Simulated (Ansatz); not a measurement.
Relaxation of As₅O₆⁺ with RKS PBE-D4/def2-SVP.

```sh
$ ansatz run in.yaml --threads 4 --pin off --events-out ev --progress --plain --max-ram 6963MiB
```

```yaml
crystal:
  periodic: [false, false, false]
  atoms:
    - {symbol: As, position_ang: [-2.004700, -1.298140, 1.572790]}
    - {symbol: As, position_ang: [-1.087620, 1.729000, 0.299060]}
    - {symbol: As, position_ang: [1.130220, -1.812360, 0.164850]}
    - {symbol: As, position_ang: [0.580720, 0.330780, -2.147200]}
    - {symbol: As, position_ang: [1.976030, 0.589990, 0.608890]}
    - {symbol: O, position_ang: [1.892180, 0.890480, -1.117710]}
    - {symbol: O, position_ang: [-0.798310, 1.112720, -1.288620]}
    - {symbol: O, position_ang: [-2.135110, 0.248930, 1.020750]}
    - {symbol: O, position_ang: [0.386450, 1.296480, 1.089430]}
    - {symbol: O, position_ang: [-0.477440, -1.801190, 1.174530]}
    - {symbol: O, position_ang: [0.537590, -1.286690, -1.376790]}
basis:
  gaussian: {orbitals: def2-SVP}
total_charge: 1
hamiltonian: {xc: pbe, dispersion: d4}
scf: {lower_state_search: "off"}
output: {orbitals: {seedname: orbitals}}
relax: {f_tol: 0.03, max_steps: 70}
```

Run time 46 s (4 threads of Arm Neoverse V2 on a shared host), peak host memory 0.59 GiB.

Positions (Å) and forces (eV/Å) at steps 1, 2, 3, 4, 5, 6, 7, 10 of 10:

```xyz
11
step=1 energy=-316382.3112 eV
As   -2.005   -1.298    1.573   -1.876   -1.528    1.276
As   -1.088    1.729    0.299   -1.322    1.232    0.589
As    1.130   -1.812    0.165    0.671   -0.967    1.121
As    0.581    0.331   -2.147   -0.381    0.032   -1.822
As    1.976    0.590    0.609    1.002   -0.077    1.483
O     1.892    0.890   -1.118    0.982    0.830   -0.596
O    -0.798    1.113   -1.289   -0.476   -0.331   -1.018
O    -2.135    0.249    1.021   -0.475    2.228   -0.813
O     0.386    1.296    1.089    0.560   -0.127    1.179
O    -0.477   -1.801    1.175    2.108   -0.733   -0.330
O     0.538   -1.287   -1.377   -0.791   -0.559   -1.069
11
step=2 energy=-316382.6820 eV
As   -1.990   -1.285    1.573   -0.683   -0.641    0.482
As   -1.094    1.779    0.296   -0.580    0.191    0.145
As    1.158   -1.884    0.126    0.161   -0.008    0.698
As    0.577    0.312   -2.169   -0.140    0.151   -0.565
As    1.991    0.627    0.664    0.166   -0.386    0.299
O     1.887    0.902   -1.099    0.513    0.389   -0.311
O    -0.818    1.096   -1.298   -0.267   -0.110   -0.509
O    -2.151    0.287    0.998   -0.294    1.141   -0.364
O     0.370    1.311    1.147    0.392   -0.115    0.670
O    -0.432   -1.808    1.178    0.987   -0.387   -0.107
O     0.502   -1.337   -1.416   -0.254   -0.225   -0.436
11
step=3 energy=-316382.7973 eV
As   -2.030   -1.286    1.576    0.068   -0.035   -0.012
As   -1.082    1.754    0.309    0.008   -0.087    0.005
As    1.156   -1.867    0.168   -0.015    0.088   -0.097
As    0.585    0.329   -2.202   -0.119   -0.083    0.127
As    2.032    0.610    0.631   -0.195    0.001    0.026
O     1.908    0.975   -1.140    0.086   -0.066    0.044
O    -0.837    1.086   -1.324   -0.030   -0.014   -0.083
O    -2.209    0.313    0.990   -0.075    0.230   -0.098
O     0.385    1.220    1.185    0.089   -0.031    0.111
O    -0.425   -1.800    1.228    0.174   -0.024    0.018
O     0.517   -1.334   -1.420    0.010    0.021   -0.042
11
step=4 energy=-316382.8101 eV
As   -1.990   -1.262    1.570    0.185    0.023   -0.038
As   -1.086    1.766    0.304   -0.045   -0.121    0.012
As    1.180   -1.872    0.137   -0.135    0.066   -0.023
As    0.573    0.323   -2.197    0.039    0.008    0.077
As    2.000    0.589    0.661   -0.013    0.038   -0.082
O     1.905    0.940   -1.119   -0.077   -0.005    0.039
O    -0.852    1.088   -1.330    0.060   -0.011    0.030
O    -2.218    0.334    0.968   -0.015    0.027   -0.044
O     0.359    1.213    1.217    0.080   -0.059   -0.061
O    -0.374   -1.768    1.228   -0.114   -0.001    0.028
O     0.502   -1.351   -1.441    0.037    0.036    0.062
11
step=5 energy=-316382.8089 eV rejected
As   -1.943   -1.210    1.656    0.032   -0.084   -0.060
As   -1.099    1.756    0.298    0.077   -0.225   -0.150
As    1.166   -1.874    0.130   -0.002   -0.049   -0.085
As    0.584    0.338   -2.195    0.006   -0.031   -0.063
As    1.990    0.583    0.668    0.124   -0.023   -0.084
O     1.903    0.950   -1.106    0.019    0.019    0.065
O    -0.844    1.098   -1.343   -0.028    0.138    0.100
O    -2.220    0.319    0.912   -0.080    0.114    0.057
O     0.343    1.159    1.207   -0.152    0.085    0.078
O    -0.379   -1.786    1.215   -0.014    0.063    0.145
O     0.499   -1.333   -1.441    0.019   -0.005   -0.003
11
step=6 energy=-316382.8162 eV
As   -1.970   -1.238    1.615    0.043   -0.013   -0.018
As   -1.091    1.748    0.302    0.015   -0.017   -0.030
As    1.167   -1.869    0.134   -0.005   -0.026   -0.042
As    0.581    0.332   -2.199    0.012    0.011   -0.006
As    2.002    0.587    0.660   -0.001   -0.002   -0.055
O     1.905    0.951   -1.114   -0.017   -0.007    0.033
O    -0.844    1.097   -1.340    0.014    0.013    0.035
O    -2.229    0.326    0.939   -0.010   -0.001    0.001
O     0.354    1.174    1.213   -0.028   -0.001   -0.004
O    -0.375   -1.769    1.232   -0.038    0.026    0.050
O     0.499   -1.338   -1.441    0.015    0.016    0.036
11
step=7 energy=-316382.8169 eV
As   -1.961   -1.232    1.626    0.003    0.009   -0.015
As   -1.094    1.746    0.299    0.014   -0.017   -0.019
As    1.165   -1.876    0.131   -0.017    0.017   -0.044
As    0.585    0.336   -2.200   -0.014   -0.014   -0.003
As    1.998    0.581    0.658    0.033    0.013    0.007
O     1.904    0.954   -1.112    0.006   -0.008    0.018
O    -0.840    1.103   -1.344   -0.001    0.019    0.007
O    -2.231    0.323    0.929   -0.013   -0.017    0.008
O     0.348    1.163    1.210   -0.017    0.003    0.006
O    -0.370   -1.765    1.240    0.000    0.004    0.031
O     0.497   -1.332   -1.439    0.007   -0.010    0.004
11
step=10 energy=-316382.8176 eV
As   -1.954   -1.237    1.631    0.000    0.001    0.002
As   -1.097    1.742    0.298    0.005   -0.004    0.002
As    1.159   -1.874    0.129   -0.001    0.001    0.008
As    0.584    0.339   -2.201    0.001    0.002    0.004
As    2.000    0.580    0.660   -0.005   -0.007   -0.001
O     1.908    0.945   -1.112    0.005    0.005   -0.005
O    -0.831    1.134   -1.355   -0.004    0.002    0.000
O    -2.230    0.303    0.905    0.003   -0.004   -0.002
O     0.345    1.157    1.208   -0.002    0.004   -0.001
O    -0.355   -1.766    1.266    0.001    0.002   -0.007
O     0.471   -1.323   -1.429   -0.003   -0.002    0.001
```

The structure comes from a short search, and lower isomers may exist.
